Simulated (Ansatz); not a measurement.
`C=C[Si](Cl)(Cl)Cl` + H–F → `C=C[Si](F)(Cl)Cl` + HCl at 600 K and 1 bar (ligand exchange at the Si–Cl bond).

Calculated with Ansatz (gas phase, PBE0-D4/def2-TZVP geometries, no zero-point term in ΔE). CCSD(T)/CBS adds triple-zeta CCSD(T) − MP2 to the extrapolated MP2 energy (def2 sets, frozen cores). This one scheme is used for every species. One conformer a species, not always the lowest.

| species | CCSD(T)/CBS energy (Eh) | H − E (kJ/mol) | S (J/(mol·K)) |
| --- | --- | --- | --- |
| `C=C[Si](Cl)(Cl)Cl` | -1746.47121 | 191.5 | 472.4 |
| H–F | -100.39570 | 42.3 | 194.0 |
| `C=C[Si](F)(Cl)Cl` | -1386.50243 | 193.0 | 459.7 |
| HCl | -460.38127 | 35.4 | 207.2 |

H − E and S are ideal-gas, rigid-rotor, harmonic terms from PBE0-D4/def2-TZVP, for one conformer and one mirror image of each species. 1 Eh = 2625.50 kJ/mol, R = 8.31446 J/(mol·K).

By hand: ΔE, ΔH, ΔS and ΔG.

ΔE = (-1386.50243) + (-460.38127) − (-1746.47121) − (-100.39570) = -0.01679 Eh = -44.1 kJ/mol. Δ(H − E) = 193.0 + 35.4 − 191.5 − 42.3 = -5.4, so ΔH = -49.5 kJ/mol. ΔS = 459.7 + 207.2 − 472.4 − 194.0 = 0.5 J/(mol·K). ΔG = -49.5 − 600 × (0.5)/1000 = -49.8 kJ/mol.

By hand: the equilibrium constant, and the temperature at which ΔG would vanish if ΔH and ΔS stayed fixed.

log₁₀ K = −ΔG/(RT ln 10) = 4.3. ΔH and −TΔS have one sign here, so there is no such temperature.

The number of gas molecules stays the same, so ΔS is small and ΔH decides. A doubt of 5 kJ/mol in ΔE shifts log₁₀ K by 0.4 here. Other conformers and mirror images would add mixing entropy, several J/(mol·K) or more a flexible species. These are equilibria of isolated gas molecules and say nothing of rates. Largest T1 diagnostic: 0.011 (customary marks: 0.02 for closed shells, 0.045 for open ones).

ΔS is within the doubt of such terms, so its sign, and with it that verdict, could turn.
